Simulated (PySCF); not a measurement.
**Al: excitation energy**

Al [Ne] 3s2 3p1 (2P) → Al [Ne] 3s1 3p1 4s1 (4P), as a difference of total energies. Computed with PySCF 2.14 in dyall-av3z, with the non-relativistic Hamiltonian (point nucleus). Correlated levels: valence: [Ne] frozen; virtual orbitals above 40 to 60 times the deepest correlated orbital energy dropped. The calculations carry no spin-orbit coupling.

```tsv
method	excitation energy (eV)
UHF	6.353
LDA	7.560
PBE	7.465
PBE0	7.411
r2SCAN	7.297
revPBE	7.415
PBEsol	7.403
MP2 (valence)	7.190
SCS-MP2 (valence)	7.441
```

Estimate what MN15 gives.

7.706 eV, closest to LDA among the rows shown.

Estimate what r2SCAN0 gives.

7.317 eV, closest to r2SCAN among the rows shown.

The upper state lies above the first ionisation limit, but in LS coupling its spin forbids autoionisation to the ground ion. A Rydberg-like electron needs more diffuse functions than a valence basis has.

The promoted electron is Rydberg-like, and one or two diffuse shells describe it only roughly, which tends to raise the upper state.
